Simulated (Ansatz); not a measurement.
`[AlH2][NH][SiH2]O[SiH3]` + H₂ → `[SiH3]O[SiH3]` + `[NH2][AlH2]`  (hydrogenolysis of the Si–N bond)

Isolated molecules relaxed with PBE0-D4/def2-TZVP in Ansatz; ΔE leaves out vibrations. CCSD(T)/CBS is the MP2 limit (def2-TZVPP, def2-QZVPP) plus CCSD(T) − MP2 in def2-TZVPP, frozen cores. This one scheme is used for every species. Functionals use def2-TZVPP. Each species was taken in one conformer, which may not be the lowest.

CCSD(T)/CBS gives +57.2 kJ/mol.

(1) Another level gave +40.2 kJ/mol. Which?
A. MP2/def2-TZVPP
B. BHLYP-D4/def2-TZVPP
C. LC-ωPBE/def2-TZVPP
D. revPBE/def2-TZVPP

Largest T1 diagnostic among the species: 0.012.

Results:

(1) D. revPBE 40.2, BHLYP-D4 54.7, LC-ωPBE 46.0, MP2/def2-TZVPP 61.8 kJ/mol.

In def2-TZVPP, CCSD(T) changes the Hartree–Fock value by +18.7 kJ/mol (the triples alone add +4.5 kJ/mol) and MP2 by +25.0 kJ/mol. The D4 term adds +12.9 kJ/mol with B3LYP and +7.3 kJ/mol with PBE0; it sums over pairs of atoms, weighted by their polarisabilities, and B3LYP, whose exchange is more repulsive, gets the larger term. Leaving LDA and LC-ωPBE aside and taking each functional with its dispersion term where it has one, the values, not all of them listed here, spread over 7.9 kJ/mol, from B2PLYP to r2SCAN-D4. LDA lies +8.9 kJ/mol from PBE without D4.

B3LYP here is the variant with VWN-RPA as its local correlation; programs differ in this.
